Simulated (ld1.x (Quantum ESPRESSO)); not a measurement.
Which change was made? (Ce, TM semilocal)

* Element: Ce (Z = 58)
* Generator: ld1.x (Quantum ESPRESSO) 7.5
* Type: norm-conserving Troullier–Martins (semilocal form)
* Functional: LDA (PZ)
* Relativity: scalar-relativistic
* Frozen core: [Kr] 4d10
* Valence charge: 12
* Reference configuration: 4f1 5s2 5p6 5d1 6s0 6p0 (charge +2)
* Partial waves: 5s (bound): rc 2.60 bohr; 5p (bound): rc 2.00 bohr; 4f (bound): rc 1.25 bohr; 5d (bound): rc 2.60 bohr
* Local potential: the d channel
* Core correction: Bessel-smoothed model core, default radius (core density twice the valence density)

Cutoffs, loose and tight: the cutoffs (Ry, on a coarse ladder) from which the occupation-weighted sum of valence levels, in a spherical-Bessel basis at the reference potential, stays within 10 and 1 mRy of its value at 400 Ry. They do not see the model core or the augmentation charge, which bear on the density cutoff. Test errors are all-electron minus pseudo excitation energies from the reference, over the configurations 4f1 5s2 5p6 5d1 6s2 6p0; 4f1 5s2 5p6 5d1 6s1 6p0; 4f1 5s2 5p6 5d0 6s0 6p0; 4f1 5s2 5p6 5d0 6s2 6p0; 4f1 5s2 5p5 5d1 6s2 6p0; 4f0 5s2 5p6 5d2 6s2 6p0; 4f1 5s2 5p6 5d1 6s1 6p1 (two spin-polarised tests are not counted in the largest error); variants that change the core or the reference have their own tests. The largest error is taken over the tests solved by every variant that gives reliable tests at all, those not shown here included: 4f0 5s2 5p6 5d2 6s2 6p0; 4f1 5s2 5p5 5d1 6s2 6p0; 4f1 5s2 5p6 5d0 6s0 6p0; 4f1 5s2 5p6 5d0 6s2 6p0; 4f1 5s2 5p6 5d1 6s1 6p0.

The base gives: outcome: generated; cutoff, loose: 180 Ry; cutoff, tight: 230 Ry; bound ghosts: none; largest test error (meV): +4887.

(1) After one change the result is: outcome: generated; cutoff, loose: 140 Ry; cutoff, tight: 160 Ry; bound ghosts: none; largest test error (meV): +4884. Which change was it?
A. wave 4f (bound): rc 1.25 bohr becomes 4f (bound): rc 1.46 bohr
B. wave 4f (bound): rc 1.25 bohr becomes 4f (bound): rc 1.08 bohr
C. wave 4f (bound): rc 1.25 bohr becomes 4f (bound): rc 1.72 bohr

## Answers

(1) A. The others give: wave 4f (bound): rc 1.25 bohr becomes 4f (bound): rc 1.08 bohr → outcome: generated; cutoff, loose: 230 Ry; cutoff, tight: 260 Ry; bound ghosts: none; largest test error (meV): +4888 | wave 4f (bound): rc 1.25 bohr becomes 4f (bound): rc 1.72 bohr → outcome: generated; cutoff, loose: 110 Ry; cutoff, tight: 140 Ry; bound ghosts: none; largest test error (meV): +4882.
